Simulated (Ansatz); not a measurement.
`[F][GaH][GaH2]` + `C[SeH]` → `C[Se][GaH2]` + `[F][GaH2]` at 600 K and 1 bar (cleavage of the Ga–Ga bond).

Computed with Ansatz on PBE0-D4/def2-TZVP structures; ΔE is electronic, products minus reactants. CBS: MP2 limit from def2 TZ/QZ plus the TZ coupled-cluster correction, frozen cores. For Ga, Se outer-core shells are correlated without core-valence functions, which leaves a few kJ/mol of doubt a bond. Scalar relativity is left out up to krypton.

```json
{"species": "`[F][GaH][GaH2]`", "CCSD(T)/CBS energy (Eh)": "-3949.49740", "H − E (kJ/mol)": "105.3", "S (J/(mol·K))": "402.8"}
{"species": "`C[SeH]`", "CCSD(T)/CBS energy (Eh)": "-2441.15625", "H − E (kJ/mol)": "149.5", "S (J/(mol·K))": "312.9"}
{"species": "`C[Se][GaH2]`", "CCSD(T)/CBS energy (Eh)": "-4365.72567", "H − E (kJ/mol)": "185.2", "S (J/(mol·K))": "408.2"}
{"species": "`[F][GaH2]`", "CCSD(T)/CBS energy (Eh)": "-2024.95631", "H − E (kJ/mol)": "68.4", "S (J/(mol·K))": "292.7"}
```

H − E and S are ideal-gas, rigid-rotor, harmonic terms from PBE0-D4/def2-TZVP. 1 Eh = 2625.50 kJ/mol, R = 8.31446 J/(mol·K).

**Question.** By hand: ΔE, ΔH, ΔS and ΔG.

**Answer.** ΔE = (-4365.72567) + (-2024.95631) − (-3949.49740) − (-2441.15625) = -0.02833 Eh = -74.4 kJ/mol. Δ(H − E) = 185.2 + 68.4 − 105.3 − 149.5 = -1.2, so ΔH = -75.6 kJ/mol. ΔS = 408.2 + 292.7 − 402.8 − 312.9 = -14.8 J/(mol·K). ΔG = -75.6 − 600 × (-14.8)/1000 = -66.7 kJ/mol.

**Question.** By hand: the equilibrium constant, and the temperature at which ΔG would vanish if ΔH and ΔS stayed fixed.

**Answer.** log₁₀ K = −ΔG/(RT ln 10) = 5.8. ΔG = 0 at ΔH/ΔS = 5108 K, far beyond where these terms or the molecules hold.

The number of gas molecules stays the same, so ΔS is small and ΔH decides. A doubt of 5 kJ/mol in ΔE shifts log₁₀ K by 0.4 here. These are equilibria of isolated gas molecules and say nothing of rates. Largest T1 diagnostic: 0.014 (customary marks: 0.02 for closed shells, 0.045 for open ones).
